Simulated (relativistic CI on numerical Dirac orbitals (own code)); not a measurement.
d8 in a ligand field

Computed with a parametric ligand-field model of a d^n configuration (Racah B and C, spin-orbit zeta, crystal field), exact diagonalisation.

Field parameters in Wybourne normalisation: Oh B⁴₀ = 21Dq, B⁴₄ = √(5/14) B⁴₀. The field is a parameter set, without covalency.

B = 790 cm⁻¹, C = 4000 cm⁻¹ (C/B = 5.06), Oh, no spin-orbit coupling. Tanabe-Sugano data, E/B above the lowest term (Δ = |10Dq|; b, c mark the second and third term of a kind):

| Δ/B | 3A2 | 3T2 | 3T1 | 1E | 3T1(b) | 1A1 |
| --- | --- | --- | --- | --- | --- | --- |
| 1.0 | 0.00 | 1.00 | 1.79 | 15.85 | 16.21 | 22.90 |
| 5.0 | 0.00 | 5.00 | 8.68 | 17.13 | 21.32 | 25.49 |
| 9.0 | 0.00 | 9.00 | 15.00 | 17.51 | 27.00 | 27.42 |
| 13.0 | 0.00 | 13.00 | 20.68 | 17.69 | 33.32 | 28.86 |
| 17.0 | 0.00 | 17.00 | 25.79 | 17.79 | 40.21 | 29.94 |
| 21.0 | 0.00 | 21.00 | 30.51 | 17.85 | 47.49 | 30.77 |
| 25.0 | 0.00 | 25.00 | 35.00 | 17.89 | 55.00 | 31.42 |
| 29.0 | 0.00 | 29.00 | 39.34 | 17.92 | 62.66 | 31.94 |
| 33.0 | 0.00 | 33.00 | 43.58 | 17.95 | 70.42 | 32.36 |
| 37.0 | 0.00 | 37.00 | 47.77 | 17.97 | 78.23 | 32.71 |
| 41.0 | 0.00 | 41.00 | 51.91 | 17.98 | 86.09 | 33.01 |
| 45.0 | 0.00 | 45.00 | 56.03 | 17.99 | 93.97 | 33.26 |

The ground term stays 3A2.
